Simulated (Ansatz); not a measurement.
The cluster Na2Sb (the lowest doublet isomer of a short search). Charge 0, multiplicity 2. Geometry PBE0-D4/def2-TZVP, basis def2-TZVP, Ansatz.

```xyz
3

Na    0.877   -1.531   -1.267
Na   -0.299    0.632    2.056
Sb   -0.577    0.899   -0.789
```

```
run  HOMO (eV)  LUMO (eV)
  A      -3.62      -2.92
  B      -3.65      -1.82
  C      -4.51      -1.05
  D      -3.48      -2.58
  E      -3.42      -2.13
  F      -5.70      -0.16
```

In the def2 sets Sb takes a core potential; there is no spin–orbit coupling. LC-ωPBE has ω = 0.4 bohr⁻¹. The structure comes from a short search, and lower isomers may exist.

HOMO and LUMO are taken over both spins.

**Question.** The runs used BHLYP, LC-ωPBE, LDA (SPW92), PBE, r2SCAN, r2SCANh. Estimate which is which.

**Answer.** A LDA (SPW92) (0 % exact exchange); B r2SCANh (10 % exact exchange); C BHLYP (50 % exact exchange); D PBE (0 % exact exchange); E r2SCAN (0 % exact exchange); F LC-ωPBE (range-separated). Exact exchange lowers occupied and raises empty levels; among semilocal functionals meta-GGAs tend to open the gap a little, and such runs are hard to tell apart. The gap grows from 0.70 eV (LDA (SPW92)) to 5.54 eV (LC-ωPBE).
